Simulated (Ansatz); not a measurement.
Isolated molecules relaxed with PBE0-D4/def2-TZVP in Ansatz; ΔE leaves out vibrations. CBS: MP2 limit from def2 TZ/QZ plus the TZ coupled-cluster correction, frozen cores. DFT in def2-TZVPP. B3LYP here is the variant with VWN-RPA as its local correlation; programs differ in this. For Ge outer-core shells are correlated without core-valence functions, which leaves a few kJ/mol of doubt a bond. Scalar relativity is left out up to krypton. Each species was taken in one conformer, which may not be the lowest.

Consider the redistribution: `FC[CH2][GeH2][F]` + `CC(C)O[SiH3]` → `CC(C)[O][GeH2][F]` + `FCC[SiH3]`.

`FC[CH2][GeH2][F]`:

Cartesian coordinates in Å:
```
F -0.101 1.712 -1.967
C 0.163 0.537 -1.280
C -0.347 0.638 0.132
Ge -0.022 -0.982 1.164
F 1.707 -1.233 1.129
H 1.245 0.378 -1.305
H -0.325 -0.275 -1.829
H 0.139 1.468 0.652
H -1.424 0.830 0.134
H -0.631 -2.242 0.527
H -0.404 -0.831 2.642
```

`CC(C)O[SiH3]`:

Cartesian coordinates in Å:
```
C 1.695 0.151 -0.798
C 0.325 0.328 -0.184
C -0.733 0.660 -1.217
O -0.010 -0.883 0.486
Si -0.975 -0.959 1.810
H 2.432 -0.086 -0.030
H 2.008 1.063 -1.312
H 1.677 -0.667 -1.522
H 0.371 1.143 0.554
H -1.715 0.779 -0.754
H -0.799 -0.143 -1.956
H -0.487 1.590 -1.735
H -0.500 -0.005 2.853
H -2.392 -0.620 1.498
H -0.898 -2.352 2.307
```

`CC(C)[O][GeH2][F]`:

Cartesian coordinates in Å:
```
C -1.477 -0.203 0.418
C 0.014 0.050 0.503
C 0.657 -0.665 1.672
O 0.659 -0.410 -0.684
Ge 0.834 0.643 -2.076
F -0.736 0.869 -2.799
H -1.978 0.141 1.327
H -1.667 -1.273 0.301
H -1.915 0.316 -0.436
H 0.186 1.132 0.616
H 0.518 -1.744 1.570
H 0.207 -0.344 2.614
H 1.728 -0.459 1.709
H 1.695 -0.102 -3.093
H 1.276 2.049 -1.642
```

`FCC[SiH3]`:

Cartesian coordinates in Å:
```
F -1.237 -0.433 1.535
C -0.521 0.684 1.127
C 0.624 0.272 0.234
Si 0.107 -0.786 -1.239
H -1.218 1.343 0.600
H -0.173 1.190 2.033
H 1.108 1.177 -0.151
H 1.381 -0.266 0.813
H -0.304 -2.150 -0.825
H -1.024 -0.130 -1.951
H 1.257 -0.901 -2.177
```

```
             level  ΔE (kJ/mol)
          B3LYP-D4         41.3
               PBE         35.8
            r2SCAN         38.6
              PBE0         39.6
    MP2/def2-TZVPP         41.3
   CCSD/def2-TZVPP         41.5
SCS-MP2/def2-QZVPP         43.3
     MP2/CBS(def2)         44.8
```

What does CCSD(T)/CBS give? (Best estimate.)

Ansatz gave: +42.9 kJ/mol. The listed levels differ from it by -1.6, -7.1, -4.3, -3.3, -1.6, -1.4, 0.4, 1.9 kJ/mol.

Largest T1 diagnostic among the species: 0.012.

From PBE to PBE0 (25 % exact exchange), in def2-TZVPP and without D4, ΔE moves by +3.8 kJ/mol. In def2-TZVPP, CCSD(T) changes the Hartree–Fock value by −7.3 kJ/mol (the triples alone add −2.2 kJ/mol) and MP2 by −5.3 kJ/mol.
